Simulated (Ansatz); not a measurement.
A structure relaxed at PBE-D4/def2-SVPD in Ansatz, charge -1, singlet:

```xyz
4

Zn    0.000    0.000    0.000
Cl   -1.062   -0.345    1.944
Cl   -0.533    1.769   -1.270
Cl    1.595   -1.424   -0.674
```

Task: Give its formula and point group.

Result: the cluster ZnCl₃⁻. Point group D3h (tolerance 0.1 Å).

Task: Summarise the bond lengths by kind (pairs closer than 1.2 times the sum of covalent radii, bridged metal pairs left out).

Result: 3 × Cl–Zn 2.24 Å. The metal has 3 neighbours: Cl 2.24 Å, Cl 2.24 Å, Cl 2.24 Å.

The structure comes from a short search, and lower isomers may exist.
